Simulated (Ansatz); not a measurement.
The cluster Cu2Br4. Total charge 0; singlet. Geometry r2SCAN-D4/def2-SVP; atoms count from 1.

```
atom    x (Å)    y (Å)    z (Å)
 Cu1  -1.1395   0.3909   0.5488
 Cu2   1.1377  -0.3911  -0.5524
 Br3  -0.4258  -1.8521   0.3644
 Br4   0.4281   1.8525  -0.3601
 Br5   3.1258  -0.1857  -1.5815
 Br6  -3.1262   0.1856   1.5807
```

A triplet lies near this restricted singlet, and broken spin symmetry wasn't tried. The structure comes from a short search, and lower isomers may exist.

**Question.** Estimate the Mulliken populations from the PBE0/def2-TZVP orbitals of Ansatz.

**Answer.** 
| atom | charge (e) | d electrons |
| --- | --- | --- |
| Cu1 | 0.32 | 9.63 |
| Cu2 | 0.32 | 9.63 |
| Br3 | -0.09 | – |
| Br4 | -0.09 | – |
| Br5 | -0.22 | – |
| Br6 | -0.22 | – |
Mulliken values and Mayer orders depend strongly on the basis.

**Question.** And the Mayer bond orders between bonded heavy atoms (over 0.3)?

**Answer.** Cu1–Br3 0.55 (2.36 Å); Cu1–Br4 0.69 (2.33 Å); Cu1–Br6 0.84 (2.25 Å); Cu2–Br3 0.69 (2.33 Å); Cu2–Br4 0.55 (2.36 Å); Cu2–Br5 0.84 (2.25 Å).
